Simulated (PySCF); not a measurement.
Assigning NMR signals

Geometry:
| atom | x (Å) | y (Å) | z (Å) |
| --- | --- | --- | --- |
| C1 | -1.692 | -1.294 | 0.669 |
| C2 | -1.018 | -0.918 | -0.652 |
| C3 | -0.264 | 0.362 | -0.523 |
| C4 | -0.732 | 1.659 | -0.852 |
| C5 | 0.275 | 2.516 | -0.530 |
| O6 | 1.322 | 1.849 | -0.030 |
| C7 | 1.004 | 0.528 | -0.019 |
| Si8 | 2.283 | -0.650 | 0.668 |
| H9 | -0.943 | -1.423 | 1.447 |
| H10 | -2.247 | -2.223 | 0.560 |
| H11 | -2.381 | -0.512 | 0.979 |
| H12 | -0.334 | -1.716 | -0.946 |
| H13 | -1.780 | -0.811 | -1.428 |
| H14 | -1.683 | 1.913 | -1.274 |
| H15 | 0.362 | 3.582 | -0.611 |
| H16 | 3.606 | -0.062 | 0.466 |
| H17 | 2.170 | -1.929 | -0.035 |
| H18 | 2.042 | -0.865 | 2.099 |

- NMR shieldings at PBE0/pcSseg-1/GIAO
- geometry: GFN2-xTB
- program: PySCF 2.14
- isolated molecule, one averaged value for each set of equivalent atoms, one conformer, relativity neglected

Chemical shifts δ = σref − σ; TMS for 13C (σref 186.93), 1H (σref 31.72), all at this level.

(1) Assign these signals to the numbered atoms. 13C{1H} NMR (computed): δ 153.2 (CH), 149.3 (C), 148.0 (C), 118.4 (CH), 24.3 (CH2), 21.1 (CH3).

(2) Assign these signals to the numbered atoms. 1H NMR (400 MHz, computed): δ 7.72 (m, 1H), 6.60 (m, 1H), 4.48 (s, 3H), 2.69 (q, 2H), 1.21 (t, 3H).

Answers

(1) 
153.2 → C5, aromatic CH next to the ring oxygen
149.3 → C3, substituted aromatic carbon
148.0 → C7, substituted aromatic carbon next to the ring oxygen
118.4 → C4, aromatic CH
24.3 → C2, sp3 CH2 on an aromatic ring: a saturated carbon with 2 carbon neighbours and no heteroatom attached
21.1 → C1, methyl carbon: a saturated carbon with 1 carbon neighbour and no heteroatom attached

C3 and C7 lie closer than the usual error of such a calculation, so a measured spectrum could show them in the other order.

(2) 
```tsv
δ (ppm)	atoms	environment	reason
7.72	H15	hydrogen on an aromatic CH next to the ring oxygen	ring-current deshielding
6.60	H14	hydrogen on an aromatic CH	it sits in the deshielding region of the aromatic ring current
4.48	H16/H17/H18	hydrogen on a silicon bonded to C	–
2.69	H12/H13	hydrogen on an sp3 CH2 on an aromatic ring	benzylic-type position, deshielded by the ring
1.21	H9/H10/H11	hydrogen on a methyl carbon	–
```

Shifts are as computed. Against solution values, carbons near 30 ppm lie about +3 ppm off and those near 130 ppm about +5 ppm. Of 1211 compounds with measured shifts, 218 miss one by over three times the rms of a fit or turn the order of signals round; such compounds aren't used in these exercises. No couplings were computed; multiplicities are counted from neighbouring protons, with m where these are inequivalent, close in shift, in a saturated or five-membered ring or joined by F or P, and br s for small geminal =CH2 splittings.
